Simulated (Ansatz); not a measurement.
C$_{3}$H$_{15}$GeNSi$_{2}$, SMILES `C[Si](C)(C)[N]([SiH3])[GeH3]` at its PBE0-D4/def2-TZVP geometry, where that method's forces vanish. Charge 0, multiplicity 1.

```xyz
22

C     1.3850    1.7012   -0.4063
Si   -0.1440    0.6233   -0.3581
C    -1.5207    1.5361    0.5209
C    -0.6773    0.2216   -2.1059
N     0.2468   -0.8452    0.5023
Si    1.8065   -1.1623    1.1631
Ge   -1.0435   -2.1509    0.7393
H     1.1583    2.6274   -0.9423
H     1.7259    1.9760    0.5951
H     2.2142    1.2150   -0.9265
H    -2.4342    0.9378    0.5731
H    -1.2268    1.7901    1.5427
H    -1.7657    2.4656   -0.0009
H     0.1171   -0.3033   -2.6428
H    -1.5684   -0.4115   -2.1215
H    -0.9129    1.1348   -2.6599
H     2.8748   -1.1918    0.1256
H     2.2108   -0.1603    2.1883
H     1.7589   -2.5007    1.8170
H    -0.5857   -3.4639    0.0798
H    -1.2803   -2.3851    2.2419
H    -2.3385   -1.6539    0.0752
```

Q: What forces (eV/Å) does r2SCAN-D4/def2-TZVPP give on these atoms in Ansatz? (An estimate is asked.)

A: Computed: 
```
C1  -0.005 -0.006  0.001
Si2 -0.026  0.035 -0.025
C3   0.004 -0.002 -0.011
C4  -0.002  0.008  0.008
N5   0.015  0.014 -0.002
Si6  0.065 -0.044  0.043
Ge7 -0.101 -0.093  0.014
H8   0.013 -0.009  0.009
H9   0.007  0.006 -0.025
H10 -0.005  0.023  0.011
H11  0.009  0.025  0.007
H12 -0.018  0.005 -0.010
H13 -0.008 -0.008  0.018
H14 -0.019  0.006 -0.008
H15  0.017  0.012 -0.019
H16  0.000 -0.021 -0.006
H17 -0.013  0.000  0.024
H18  0.000 -0.021 -0.018
H19  0.012  0.032 -0.012
H20 -0.018  0.052  0.029
H21  0.011  0.008 -0.061
H22  0.063 -0.023  0.032
```
